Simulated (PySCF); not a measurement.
GeClBr, SMILES [Cl][Ge][Br] (connectivity only; charge and spin as stated), neutral, multiplicity 1. Geometry: PBE-D3(BJ)/def2-TZVP.

TDDFT-M06-2X/def2-SVPD in PySCF puts the lowest singlet excitations at 3.64, 4.45, 5.10, 5.76, 6.04, 6.30 eV.

Question: What are the lowest excitation roots from ADC(2)/aug-cc-pVDZ (PySCF)? (The exact figures need the calculation; the answer reports its results.)

Answer: 3.65, 4.19, 4.66, 5.69, 5.70, 6.29 eV. S1 differs by 0.01 eV (second minus first; roots are paired by order, and the bases may differ).
